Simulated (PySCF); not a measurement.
# Choosing a basis for TDDFT

Species: C₂H₆BNO₃.
Bonds: C1–C2, C2–O3 (double), C2–N4, N4–B5, B5–O6, B5–O7. Hydrogens: H8, H9, H10 on C1; H11 on N4; H12 on O6; H13 on O7.

TDDFT with PBE0 (PySCF), vertical singlets, core orbitals frozen in the response, spherical d and f functions. The structure is a single PBE0-D3(BJ)/def2-SVP conformer in the gas phase; no vibrational or solvent corrections.

Task: How do the low singlets change with the basis? Take 6-31G*, def2-SVP, 6-31+G*, def2-SVPD, aug-cc-pVDZ and def2-TZVP.

Result: 

| basis | functions | diffuse | S1 (eV) | S2 (eV) | S3 (eV) | S4 (eV) | S5 (eV) | LUMO (eV) | α (au) |
| --- | --- | --- | --- | --- | --- | --- | --- | --- | --- |
| 6-31G* | 110 | no | 5.66 | 7.31 | 7.97 | 8.83 | 8.84 | 0.22 | 45.6 |
| def2-SVP | 128 | no | 5.65 | 7.32 | 7.98 | 8.12 | 8.24 | 0.07 | 46.5 |
| 6-31+G* | 138 | yes | 5.64 | 6.90 | 7.11 | 7.17 | 7.69 | -0.23 | 53.3 |
| def2-SVPD | 197 | yes | 5.59 | 7.03 | 7.20 | 7.30 | 7.93 | -0.32 | 57.3 |
| aug-cc-pVDZ | 215 | yes | 5.57 | 6.67 | 6.93 | 7.04 | 7.47 | -0.36 | 58.3 |
| def2-TZVP | 253 | no | 5.62 | 7.18 | 7.48 | 7.64 | 8.00 | -0.15 | 54.4 |

States are compared by their number. Against the largest diffuse basis here (aug-cc-pVDZ, itself not a converged limit), sets without diffuse functions differ by up to 0.09 eV in S1 and 1.36 eV in S5; the smaller diffuse sets differ by up to 0.07 and 0.46 eV. State by state, the largest deviation of a set without diffuse functions is S1 0.09, S2 0.65, S3 1.05, S4 1.79, S5 1.36 eV. The same number needn't mean the same state in each row. Against aug-cc-pVDZ the polarisability deviates by -22% in 6-31G*, -20% in def2-SVP, -9% in 6-31+G*, -2% in def2-SVPD, -7% in def2-TZVP. A single + in a Pople set puts diffuse functions on heavy atoms only.
